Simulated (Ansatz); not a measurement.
ClH₄N₂Si (`[NH][SiH](N)Cl`) radical at its PBE0-D4/def2-TZVP geometry, where that method's forces vanish. Total charge 0; spin multiplicity 2.

```xyz
8

N    -1.3946    1.1036   -0.2024
Si    0.1616    0.3591   -0.4064
N     0.5841   -0.5984    0.9276
Cl    0.0139   -0.6699   -2.1960
H    -2.1591    0.4402   -0.0628
H     1.2173    1.3739   -0.5697
H     1.5277   -0.6141    1.2772
H     0.0491   -1.3943    1.2325
```

Q: What forces (eV/Å) does r2SCAN-D4/def2-TZVPP give on these atoms in Ansatz? (Best estimate.)

A: Computed: 
```
N1   0.047 -0.011 -0.002
Si2 -0.041  0.114 -0.001
N3   0.012  0.018  0.010
Cl4 -0.007 -0.040 -0.085
H5  -0.013 -0.008  0.007
H6  -0.016 -0.027  0.014
H7   0.014 -0.022  0.036
H8   0.004 -0.022  0.020
```
